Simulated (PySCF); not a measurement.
C₆ coefficients of unlike pairs at PBE

Calculated with PySCF 2.14 from the dipole response of each species, C₆(A,B) = (3/π) ∫ α_A(iu) α_B(iu) du, in atomic units, from isotropic polarisabilities. For ions this is the dispersion term alone; charge-induced terms of lower order in 1/R come first.

```json
{"species": "Ne", "configuration": "[Ne] (1S)", "basis": "aug-cc-pwCVQZ (9s8p6d4f2g)", "relativity": "none", "α (bohr³)": "2.881", "C₆ (like pair)": "7.103"}
{"species": "Ti⁺", "configuration": "[Ar] 3d2 4s1 (4F)", "basis": "aug-cc-pVTZ-DK (8s7p5d3f2g)", "relativity": "spin-free X2C", "α (bohr³)": "46.31", "C₆ (like pair)": "292.4"}
{"species": "P²⁺", "configuration": "[Ne] 3s2 3p1 (2P)", "basis": "aug-cc-pwCVQZ (10s9p7d5f3g)", "relativity": "none", "α (bohr³)": "9.214", "C₆ (like pair)": "33.22"}
{"species": "Co²⁺", "configuration": "[Ar] 3d7 (4F)", "basis": "x2c-QZVPPall with one added diffuse shell each of s, p, d, f, g type (12s8p6d5f3g)", "relativity": "spin-free X2C", "α (bohr³)": "3.793", "C₆ (like pair)": "10.84"}
```

Q: Estimate C₆ for Co²⁺ with Ne.

A: The integral gives 8.754. The combination rule 2 C_A C_B / (C_A α_B/α_A + C_B α_A/α_B) gives 8.756 and the geometric mean 8.774.

No spin-orbit coupling is included.

The other pairs:

```json
{"pair": "P²⁺, Ne", "C₆": "14.21"}
{"pair": "P²⁺, Ti⁺", "C₆": "89.78"}
{"pair": "Co²⁺, P²⁺", "C₆": "17.61"}
{"pair": "Co²⁺, Ti⁺", "C₆": "43.66"}
{"pair": "Ti⁺, Ne", "C₆": "34.59"}
```
